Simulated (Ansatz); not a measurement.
Total energies of `Sc1ccc(-c2ccc(-c3ccc(-c4ccc(S)[se]4)[se]3)[se]2)[se]1` from Ansatz at PBE-D4/def2-TZVP, gas phase (1 Eh = 27.2114 eV = 2625.5 kJ/mol). The reference geometry is relaxed at PBE-D4/def2-SVP.

| state | geometry | energy (Eh) |
| --- | --- | --- |
| charge 0 singlet | reference | -11016.04522 |
| charge 1 doublet | reference | -11015.82674 |
| charge -1 doublet | reference | -11016.09751 |
| free S atom (triplet) | – | -397.93833 |
| free C atom (triplet) | – | -37.79597 |
| free Se atom (triplet) | – | -2401.12489 |
| free H atom (doublet) | – | -0.49962 |

Single mean-field runs in def2-TZVP are fitted with def2-universal-jkfit.

(1) Work out the vertical ionisation energy to the doublet.

(2) Work out the vertical electron affinity, to the doublet.

(3) Give the fundamental gap IE − EA, the Mulliken electronegativity (IE + EA)/2 and the hardness (IE − EA)/2.

(4) What is the binding energy per atom against free atoms?

(1) E(charge 1 doublet) − E(charge 0 singlet) = -11015.82674 − (-11016.04522) = 0.21848 Eh = 5.95 eV. For comparison, −ε of the highest occupied level is 4.41 eV at this level, 1.54 eV less.

(2) E(charge 0 singlet) − E(charge -1 doublet) = -11016.04522 − (-11016.09751) = 0.05229 Eh = 1.42 eV. The basis lacks diffuse functions, which makes affinities too small.

(3) From the values in Eh: IE − EA = 0.21848 − 0.05229 = 0.16619 Eh = 4.52 eV; (IE + EA)/2 = 3.68 eV; (IE − EA)/2 = 2.26 eV. The HOMO–LUMO gap of the same run is 1.52 eV, 3.00 eV smaller than the fundamental gap.

(4) Atoms: 2 × (-397.93833) + 16 × (-37.79597) + 4 × (-2401.12489) + 10 × (-0.49962) = -11010.10794 Eh. Binding: -11010.10794 − (-11016.04522) = 5.93728 Eh = 161.56 eV, or 5.05 eV for each of 32 atoms (no zero-point energy, no counterpoise term).

At PBE-D4/def2-TZVP the highest occupied level of the charge -1 doublet lies above zero (up to 0.11 eV). By energy differences its removal costs 1.42 eV (vertical, to the charge 0 singlet, at PBE-D4/def2-TZVP); self-interaction error and the lack of diffuse functions both raise the level.
